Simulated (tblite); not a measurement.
Isomers of C4H12N2SSi. Method: GFN2-xTB as coded in tblite; computed harmonic values from a numerical Hessian at the method's own geometry, unscaled. The method is semi-empirical: single wavenumbers can be off by several per cent or more. Modes of hydrogen on silicon and sulfur can be 10 to 20 % off. One conformer each.

Electronic energies: GFN2-xTB at the same geometries; isomer energies are rough at this level and their order can be wrong.

```json
{"SMILES": "NCC1(N[SiH2]S)CC1", "electronic energy, lowest = 0 (kcal/mol)": "5.1"}
{"SMILES": "C/N=C\\CN(C)[SiH2]S", "electronic energy, lowest = 0 (kcal/mol)": "0.0"}
{"SMILES": "[H]/N=C(/CN)CCS[SiH3]", "electronic energy, lowest = 0 (kcal/mol)": "23.0"}
```

Task: How do GFN2-xTB zero-point energies change the relative energies?

Result: 
```tsv
SMILES	ZPE (kcal/mol)	of it from modes above 1550 cm⁻¹	electronic (kcal/mol)	with ZPE, lowest = 0 (kcal/mol)	lowest mode (cm⁻¹)	rings
C/N=C\CN(C)[SiH2]S	96.8	50.7	0.0	0.0	22	0
NCC1(N[SiH2]S)CC1	98.2	53.1	5.1	6.5	21	1
[H]/N=C(/CN)CCS[SiH3]	97.9	54.6	23.0	24.1	24	0
```

The zero-point energies span 1.4 kcal/mol, from `C/N=C\CN(C)[SiH2]S` to `NCC1(N[SiH2]S)CC1`. The order is unchanged.
